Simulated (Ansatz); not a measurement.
Cost and result for the atomization energy of CH7FSSi2 (`C[SiH2]S[SiH2]F`) (12 atoms, 11 bonds).

```csv
atom,x (Å),y (Å),z (Å)
C1,0.9651,0.6541,1.5074
Si2,0.8456,-0.8418,0.4082
S3,-1.2065,-1.3498,-0.0145
Si4,-1.5632,0.0371,-1.5632
F5,-1.4432,1.5433,-1.0303
H6,2.0117,0.8790,1.7305
H7,0.5186,1.5221,1.0178
H8,0.4392,0.4831,2.4488
H9,1.4093,-2.0487,1.0636
H10,1.5412,-0.6073,-0.8853
H11,-0.5685,-0.0925,-2.6512
H12,-2.9492,-0.1786,-2.0318
```

Total charge 0; spin multiplicity 1. Geometry: relaxed with PBE0-D4/def2-TZVP. It is one conformer, not always the lowest. Program: Ansatz. All runs use 4 threads of a server CPU on a shared host. Times are those of one run each, without the atoms' runs, and a repeat can differ threefold. Electronic energies, without spin–orbit coupling; frozen cores. CCSD(T)/CBS adds CCSD(T) − MP2 in def2-TZVPP to the MP2 limit, and its time is that of the two runs behind it. T1 = 0.011. B3LYP takes the VWN-RPA correlation (the form of Gaussian; ORCA's B3LYP/G). HSE06 is the plane-wave form, built on full-range PBE exchange.

CCSD(T)/CBS is a level of theory with its own doubt, some kJ/mol a heavy atom from the limit and from the frozen cores, so smaller differences don't rank the functionals.

```
                            level  functions  wall time
           LDA (SPW92)/def2-TZVPP        286      1.5 s
             revPBE-D4/def2-TZVPP        286      2.3 s
              HSE06-D4/def2-TZVPP        286        4 s
          CAM-B3LYP-D4/def2-TZVPP        286      4.3 s
                 CCSD(T)/def2-SVP        117      4.8 s
            r2SCANh-D4/def2-TZVPP        286        6 s
                B2PLYP/def2-TZVPP        286        6 s
B3LYP-D4/def2-TZVPP (with forces)        286      6.5 s
              PBE-QIDH/def2-TZVPP        286      6.5 s
 ωB97M-V/def2-TZVPP (with forces)        286       12 s
                   MP2/def2-QZVPP        534       24 s
               CCSD(T)/def2-TZVPP        286      3 min
                CCSD(T)/CBS(def2)          –    3.4 min
```

(1) What atomization energy does each give, and how far from CCSD(T)/CBS? (Estimate.)

## Answers

(1) Computed: 
```
                            level  atomization (kcal/mol)  difference from CCSD(T)/CBS  per bond
           LDA (SPW92)/def2-TZVPP                  1113.6                        113.5      10.3
             revPBE-D4/def2-TZVPP                   979.9                        -20.2      -1.8
              HSE06-D4/def2-TZVPP                   990.7                         -9.4      -0.9
          CAM-B3LYP-D4/def2-TZVPP                   998.0                         -2.1      -0.2
                 CCSD(T)/def2-SVP                   927.5                        -72.6      -6.6
            r2SCANh-D4/def2-TZVPP                   995.2                         -4.9      -0.4
                B2PLYP/def2-TZVPP                   983.0                        -17.1      -1.6
B3LYP-D4/def2-TZVPP (with forces)                   993.6                         -6.5      -0.6
              PBE-QIDH/def2-TZVPP                   988.7                        -11.4      -1.0
 ωB97M-V/def2-TZVPP (with forces)                  1001.0                          0.9       0.1
                   MP2/def2-QZVPP                   998.7                         -1.4      -0.1
               CCSD(T)/def2-TZVPP                   972.6                        -27.5      -2.5
                CCSD(T)/CBS(def2)                  1000.1                          0.0       0.0
```

Leaving LDA and LC-ωPBE aside and taking each functional with its dispersion term where it has one, the values, not all of them listed here, spread over 26.2 kcal/mol, from BHLYP-D4 to ωB97X-V. LDA lies +122.8 kcal/mol from PBE without D4, its usual overbinding. At CCSD(T), def2-SVP lies −72.5 kcal/mol from the extrapolated value and def2-TZVPP −27.5 kcal/mol: correlation converges slowly with the basis, and small sets miss more of it in the bonded molecule than in its fragments. In def2-TZVPP, CCSD(T) changes the Hartree–Fock value by +216.2 kcal/mol (the triples alone add +11.7 kcal/mol) and MP2 by +225.8 kcal/mol; breaking electron pairs costs correlation energy, which Hartree–Fock lacks.
